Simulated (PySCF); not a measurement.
Some computed properties have been withheld. Give your best values.

C₆H₁₂FGeN.
Atom-mapped SMILES: `[CH2:1]=[CH:2][CH2:3][NH:4][Ge@H:5]([F:6])[CH:7]1[CH2:8][CH2:9]1` (hydrogens: H10, H11 on C1; H12 on C2; H13, H14 on C3; H15 on N4; H16 on Ge5; H17 on C7; H18, H19 on C8; H20, H21 on C9)

Conformer (atom-mapped SMILES and torsion angles): `[CH2:1]=[CH:2][CH2:3][NH:4][Ge@H:5]([F:6])[CH:7]1[CH2:8][CH2:9]1`: C1–C2–C3–N4 -124°, C2–C3–N4–Ge5 -147°, C3–N4–Ge5–F6 -74°, N4–Ge5–C7–C8 151°.

```tsv
property	level	value
point group	PBE0-D3(BJ)/def2-SVP	C1
rotational constants A, B, C	PBE0-D3(BJ)/def2-SVP	?
dipole moment	PBE0/def2-SVPD	2.18 D
HOMO energy	PBE0/def2-SVPD	-7.08 eV
LUMO energy	PBE0/def2-SVPD	-0.03 eV
lowest singlet excitation	TDDFT PBE0/def2-SVPD	?
strongest line among the 10 lowest singlet transitions	TDDFT PBE0/def2-SVPD	S6 at 7.31 eV (170 nm, f = 0.309)
lowest triplet excitation (Tamm–Dancoff)	TDA PBE0/def2-SVPD	4.33 eV
static isotropic polarisability	PBE0/def2-SVPD	109.2 au
vertical ionisation energy	ΔSCF PBE0/def2-SVPD	8.86 eV
electronic spatial extent ⟨r²⟩ about the centre of nuclear charge	PBE0/def2-SVPD	2306 bohr²
13C chemical shifts (computed TMS as zero) by class	GIAO PBE0/pcSseg-1	?
1H chemical shifts (computed TMS as zero) by class	GIAO PBE0/pcSseg-1	6.14 (H12), 5.40 (H11), 5.29 (H16), 5.24 (H10), 3.60 (H13), 3.51 (H14), 0.92 (H15), 0.71 (H21), 0.65 (H19), 0.59 (H18), 0.58 (H20), -0.20 (H17) ppm
isotropic shieldings of nuclei other than C and H, by class	GIAO PBE0/pcSseg-1	204 (N4), 377 (F6), 1284 (Ge5) ppm
core binding energies	ΔSCF SCAN, pcX-2 on the ionised atom, pcseg-1 elsewhere, spin-free X2C	?
```

The electronic properties come from PySCF, for the isolated species, density fitting. One conformer (not necessarily the lowest) at the PBE0-D3(BJ)/def2-SVP geometry, without solvent, vibrations or thermal averaging. Relativistic effects, spin–orbit coupling among them, are left out (core-ionisation runs apart) although an element past zinc is present. Atoms bound to Ge lack the heavy atom's spin–orbit term in their shielding, so their NMR values are less reliable.

The 13C chemical shifts (computed TMS as zero) by class?

150.2 (C2), 122.3 (C1), 52.2 (C3), 1.7 (C9), 1.4 (C8), -2.7 (C7) ppm.

The rotational constants A, B, C?

2.845, 0.535, 0.500 GHz.

What is the lowest singlet excitation?

5.85 eV (212 nm, f = 0.072).

What are the core binding energies?

C1s 290.2 (C1), C1s 290.4 (C7), C1s 290.5 (C2), C1s 290.7 (C8), C1s 290.7 (C9), C1s 291.6 (C3), N1s 404.2 (N4), F1s 690.4 (F6) eV.

With B = h/(8π²I), that is 505.379 GHz u Å² over I, the principal moments of inertia are 177.6, 943.8 and 1011.5 u Å² (most abundant isotopes); the inertial defect Ic − Ia − Ib is -109.9 u Å² (zero for a rigid planar frame, negative otherwise). The polarisability is 16.19 Å³ as a volume (1 au = 0.148185 Å³), or 1.14 au for each of the 96 electrons. The ΔSCF ionisation energy exceeds −ε(HOMO) by 1.78 eV with PBE0.

For the NMR shielding job (PBE0/pcSseg-1), hardware: one thread, Arm Neoverse V2, on a shared host. Cost: 50 s of wall time.
